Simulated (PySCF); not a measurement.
Calculation: TPSSh-D3(BJ)/def2-TZVP // PBE-D3(BJ)/def2-SVP run with PySCF. All species are isolated molecules in the gas phase. One relaxed conformer stands for a flexible species; it need not be the lowest. 

Reference species: [Ni(H2O)(NH3)5]2+ (singlet; the order of the spin states depends on the level) (charge +2, multiplicity 1).

The charge on the central atom (Mulliken) is 0.30 e and the charge on the central atom (meta-Löwdin) comes out as 0.76 e. The coordination number is 4. The mean distance from the central atom to its bonded neighbours is 1.938 Å.

Changed species: [Ni(H2O)2(NH3)4]2+ (near-degenerate singlet) (4 of 6 H2O replaced by NH3, multiplicity 1; the reference has 5 of 6 H2O replaced by NH3, multiplicity 1).

**Question.** Predict the effect on the charge on the central atom (Mulliken), charge on the central atom (meta-Löwdin), coordination number and mean distance from the central atom to its bonded neighbours.

**Answer.** the charge on the central atom (Mulliken) stays essentially unchanged; the charge on the central atom (meta-Löwdin) hardly moves; the coordination number hardly moves; the mean distance from the central atom to its bonded neighbours rises by 0.003 Å, to 1.941 Å.
